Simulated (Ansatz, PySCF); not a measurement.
HfO, SMILES [Hf]=[O], multiplicity 1. Atoms are numbered in the order given.

```xyz
2

Hf     0.0000     0.0000    -0.1749
O      0.0000     0.0000     1.5593
```
Charge 0, spin multiplicity 1.

Geometry: B3LYP-D3(BJ)/def2-TZVPD. The spin state was assumed, not searched. The def2 effective core potentials stand for the cores of Hf; spin–orbit coupling is left out.

Two levels are set side by side: PBE-D3(BJ)/def2-TZVPD (Ansatz, an electronic-structure program) and B3LYP-D3(BJ)/def2-TZVPD (Ansatz). Each level has its own optimised geometry; the coordinates shown are those of the second. Frequencies come from the Hessian of PySCF at each geometry. Differences are taken from unrounded values.

```
quantity                            B3LYP-D3(BJ)  PBE-D3(BJ)  PBE-D3(BJ) minus B3LYP-D3(BJ)
----------------------------------  ------------  ----------  -----------------------------
bond Hf1–O2 (Å)                            1.734       1.739                          0.005
highest harmonic wavenumber (cm⁻¹)           974         953                            -21
mean harmonic wavenumber (cm⁻¹)              974         953                            -21
zero-point energy (kcal/mol)                1.39        1.36                          -0.03
```
